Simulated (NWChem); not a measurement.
System: C$_{2}$H$_{2}$BrCl; SMILES C=C(Cl)Br

NWChem printed, in part:

```
             Northwest Computational Chemistry Package (NWChem) 7.3.0
             --------------------------------------------------------

 CS  symmetry detected

                             Geometry "geometry" -> ""
                             -------------------------

 Output coordinates in angstroms (scale by  1.889725989 to convert to a.u.)

  No.       Tag          Charge          X              Y              Z
 ---- ---------------- ---------- -------------- -------------- --------------
    1 C                    6.0000    -1.81081820     0.81411740     0.00000000
    2 C                    6.0000    -0.50176198     0.57196928     0.00000000
    3 Cl                  17.0000     0.68038889     1.82264424     0.00000000
    4 Br                  35.0000     0.20033437    -1.17534296     0.00000000
    5 H                    1.0000    -2.52771847    -0.00764214     0.00000000
    6 H                    1.0000    -2.17511451     1.84317348     0.00000000

 Effective nuclear repulsion energy (a.u.)     293.5240413886

      Symmetry information
      --------------------

 Group name             Cs
 Group number              2
 Group order               2
 No. of unique centers     6

                                 NWChem DFT Module
                                 -----------------

 Summary of "ao basis" -> "ao basis" (spherical)
 ------------------------------------------------------------------------------
       Tag                 Description            Shells   Functions and Types
 ---------------- ------------------------------  ------  ---------------------
 C                          def2-svp                 6       14   3s2p1d
 Cl                         def2-svp                 8       18   4s3p1d
 Br                         def2-svp                12       32   5s4p3d
 H                          def2-svp                 3        5   2s1p

      Symmetry analysis of basis
      --------------------------

        a'         63
        a"         25

            General Information
            -------------------
          SCF calculation type: DFT
          Wavefunction type:  closed shell.
          No. of atoms     :     6
          No. of electrons :    66
           Alpha electrons :    33
            Beta electrons :    33
          Charge           :     0
          Spin multiplicity:     1
          Use of symmetry is: on ; symmetry adaption is: on
          Maximum number of iterations: 150
          AO basis - number of functions:    88
                     number of shells:    38
          Convergence on energy requested:  1.00D-06
          Convergence on density requested:  1.00D-05
          Convergence on gradient requested:  5.00D-04

              XC Information
              --------------
                       M06-2X Method XC Functional
                     Hartree-Fock (Exact) Exchange  0.540
                        M06-2X Exchange Functional  1.000
                      M06-2X Correlation Potential  1.000

             Grid Information
             ----------------
          Grid used for XC integration:  medium
          Radial quadrature: Mura-Knowles
          Angular quadrature: Lebedev.
          Tag              B.-S. Rad. Rad. Pts. Rad. Cut. Ang. Pts.
          ---              ---------- --------- --------- ---------
          C                   0.70       49           8.0       434
          Cl                  1.00       88          10.0       590
          Br                  1.15      112          10.0       590
          H                   0.35       45          10.0       434
          Grid pruning is: on
          Number of quadrature shells:   388
          Spatial weights used:  Erf1

      Superposition of Atomic Density Guess
      -------------------------------------

 Sum of atomic energies:       -3107.65750679

      Non-variational initial energy
      ------------------------------

 Total energy =   -3109.199119
 1-e energy   =   -4903.854659
 2-e energy   =    1501.131499
 HOMO         =      -0.274196
 LUMO         =       0.040325

      Symmetry analysis of molecular orbitals - initial
      -------------------------------------------------

  Numbering of irreducible representations:

     1 a'          2 a"

  Orbital symmetries:

     1 a'          2 a'          3 a'          4 a'          5 a'
     6 a"          7 a'          8 a'          9 a'         10 a'
    11 a'         12 a'         13 a"         14 a'         15 a'
    16 a"         17 a'         18 a'         19 a"         20 a'
    21 a"         22 a'         23 a'         24 a'         25 a'
    26 a'         27 a'         28 a"         29 a'         30 a'
    31 a"         32 a'         33 a"         34 a"         35 a'
    36 a'         37 a'         38 a'         39 a'         40 a'
    41 a'         42 a'         43 a'

   convergence    iter        energy       DeltaE   RMS-Dens  Diis-err
 ---------------- ----- ----------------- --------- --------- ---------
 d= 0,ls=0.0,diis     1  -3111.1335530488 -3.40D+03  1.28D-02  6.09D-01
 d= 0,ls=0.0,diis     2  -3111.0778249527  5.57D-02  8.01D-03  1.14D+00
 d= 0,ls=0.0,diis     3  -3111.2128753141 -1.35D-01  9.72D-04  5.00D-03
 d= 0,ls=0.0,diis     4  -3111.2135558421 -6.81D-04  3.09D-04  1.05D-03
 d= 0,ls=0.0,diis     5  -3111.2134807251  7.51D-05  1.35D-04  9.33D-05
  Resetting Diis
 d= 0,ls=0.0,diis     6  -3111.2134944915 -1.38D-05  5.26D-05  1.10D-05
 d= 0,ls=0.0,diis     7  -3111.2134959264 -1.43D-06  8.04D-06  2.40D-07
 d= 0,ls=0.0,diis     8  -3111.2134959623 -3.59D-08  3.05D-06  8.11D-08

         Total DFT energy =    -3111.213495962314
      One electron energy =    -4905.728410159346
           Coulomb energy =     1632.185523779920
    Exchange-Corr. energy =     -131.194650971472
 Nuclear repulsion energy =      293.524041388585

 Numeric. integr. density =       66.000004456441

                  Occupations of the irreducible representations
                  ----------------------------------------------

                     irrep           alpha         beta
                     --------     --------     --------
                     a'               25.0         25.0
                     a"                8.0          8.0

                       DFT Final Molecular Orbital Analysis
                       ------------------------------------

 Vector   31  Occ=2.000000D+00  E=-3.762841D-01  Symmetry=a"
              MO Center=  3.2D-01,  2.0D-01, -7.1D-16, r^2= 3.6D+00
   Bfn.  Coefficient  Atom+Function         Bfn.  Coefficient  Atom+Function
  ----- ------------  ---------------      ----- ------------  ---------------
    41      0.448429  3 Cl pz                63     -0.435925  4 Br pz
    60     -0.391818  4 Br pz                38      0.325085  3 Cl pz
    57      0.258681  4 Br pz                35      0.185486  3 Cl pz
    20     -0.099440  2 C  pz                 6     -0.089221  1 C  pz
    54     -0.083905  4 Br pz                 9     -0.057762  1 C  pz

 Vector   32  Occ=2.000000D+00  E=-3.547552D-01  Symmetry=a'
              MO Center=  2.3D-01, -5.9D-01, -1.1D-16, r^2= 2.9D+00
   Bfn.  Coefficient  Atom+Function         Bfn.  Coefficient  Atom+Function
  ----- ------------  ---------------      ----- ------------  ---------------
    61      0.499819  4 Br px                58      0.440321  4 Br px
    55     -0.289877  4 Br px                40      0.278499  3 Cl py
    62      0.249062  4 Br py                59      0.228661  4 Br py
    37      0.200962  3 Cl py                56     -0.149731  4 Br py
    39     -0.136205  3 Cl px                34      0.113629  3 Cl py

 Vector   33  Occ=2.000000D+00  E=-3.151568D-01  Symmetry=a"
              MO Center= -5.9D-01,  2.8D-01, -5.7D-16, r^2= 3.4D+00
   Bfn.  Coefficient  Atom+Function         Bfn.  Coefficient  Atom+Function
  ----- ------------  ---------------      ----- ------------  ---------------
    63     -0.389439  4 Br pz                 6      0.367106  1 C  pz
    60     -0.312020  4 Br pz                41     -0.291908  3 Cl pz
    20      0.282417  2 C  pz                 9      0.271650  1 C  pz
    57      0.205873  4 Br pz                38     -0.192948  3 Cl pz
    23      0.172979  2 C  pz                35     -0.110069  3 Cl pz

 Vector   34  Occ=0.000000D+00  E= 1.684938D-02  Symmetry=a"
              MO Center= -1.1D+00,  6.5D-01,  1.9D-16, r^2= 2.6D+00
   Bfn.  Coefficient  Atom+Function         Bfn.  Coefficient  Atom+Function
  ----- ------------  ---------------      ----- ------------  ---------------
     9      0.662038  1 C  pz                23     -0.660664  2 C  pz
    20     -0.454082  2 C  pz                 6      0.394543  1 C  pz
    41      0.248672  3 Cl pz                63      0.229376  4 Br pz
    38      0.103980  3 Cl pz                60      0.096868  4 Br pz
    75     -0.075165  4 Br d -1              57     -0.066846  4 Br pz

 Vector   35  Occ=0.000000D+00  E= 3.310591D-02  Symmetry=a'
              MO Center=  4.5D-03, -4.0D-01, -3.8D-16, r^2= 3.1D+00
   Bfn.  Coefficient  Atom+Function         Bfn.  Coefficient  Atom+Function
  ----- ------------  ---------------      ----- ------------  ---------------
    17      1.098491  2 C  s                 62     -0.968768  4 Br py
    51     -0.702568  4 Br s                 22     -0.528480  2 C  py
    21      0.406400  2 C  px                16      0.395965  2 C  s
    40      0.358349  3 Cl py                61      0.322245  4 Br px
    19     -0.280522  2 C  py                59     -0.276665  4 Br py

[...]
```

Level: M06-2X/def2-SVP, vertical spin-unrestricted ions. Coordinates come from a PBE0/def2-SVP optimisation.

Which NWChem input produces such a log?

This is not unique; one that fits is the input that was run:
```
start job
memory heap 200 mb stack 900 mb global 1100 mb
geometry units angstroms noautoz
  C     -1.813643     0.804365     0.000000
  C     -0.502966     0.571149     0.000000
  Cl     0.670629     1.829856     0.000000
  Br     0.211029    -1.171335     0.000000
  H     -2.524923    -0.022264     0.000000
  H     -2.184948     1.830913     0.000000
end
basis spherical
  C library def2-svp
  Cl library def2-svp
  Br library def2-svp
  H library def2-svp
end
dft
  xc m06-2x
  iterations 150
  vectors input atomic output neutral.movecs
end
task dft energy
charge 1
dft
  odft
  mult 2
  vectors input atomic output cation.movecs
end
task dft energy
```
